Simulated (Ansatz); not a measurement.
Consider the formal loss of a carbene: `C[SiH2][SiH](F)[SiH3]` → `[CH2]` (triplet) + `F[SiH]([SiH3])[SiH3]`.

Program: Ansatz. Geometries: PBE0-D4/def2-TZVP. ΔE: electronic, gas phase. CCSD(T)/CBS adds triple-zeta CCSD(T) − MP2 to the extrapolated MP2 energy (def2 sets, frozen cores). This one scheme is used for every species. DFT in def2-TZVPP. Triplets are unrestricted, without spin–orbit coupling. One conformer a species, not always the lowest.

| level | ΔE (kcal/mol) |
| --- | --- |
| PBE0-D4 | 113.2 |
| SCS-MP2/def2-TZVPP | 113.7 |
| SCS-MP2/def2-QZVPP | 115.8 |
| CCSD/CBS(def2) | 110.9 |

(1) What does CCSD(T)/CBS give? (Estimate.)

Largest T1 diagnostic among the species: 0.013.

## Answers

(1) Computed: +113.6 kcal/mol. The listed levels differ from it by -0.4, 0.1, 2.2, -2.7 kcal/mol.

From PBE to PBE0 (25 % exact exchange), in def2-TZVPP and without D4, ΔE moves by −1.8 kcal/mol. In def2-TZVPP, CCSD(T) changes the Hartree–Fock value by +33.2 kcal/mol (the triples alone add +2.7 kcal/mol) and MP2 by +36.9 kcal/mol.
